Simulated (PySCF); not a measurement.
Level of theory: ωB97X-D3(BJ)/def2-TZVP // B3LYP-D3(BJ)/def2-SVP (PySCF). All species are isolated molecules in the gas phase. One relaxed conformer stands for a flexible species; it need not be the lowest. Excitations are Tamm–Dancoff values on a coarser integration grid. The basis has no diffuse functions, so Rydberg states are missing or too high.

Reference species (SMILES): `[SiH3]c1cc(C=C)cc(S)c1` (C–C–C–C torsion -180°, C–C–S–H torsion 1°) (neutral, multiplicity 1).

The HOMO is -8.60 eV and the T1 excitation (TDA) is 3.28 eV.

Changed species: `C=Cc1ccc(S)cc1[SiH3]` (C–C–C–C torsion 16°, C–C–S–H torsion -2°).

### Question
What does the change do to the HOMO and T1 excitation (TDA)?

### Answer
the HOMO increases by 0.31 eV, to -8.29 eV; the T1 excitation (TDA) falls by 0.15 eV, to 3.13 eV.
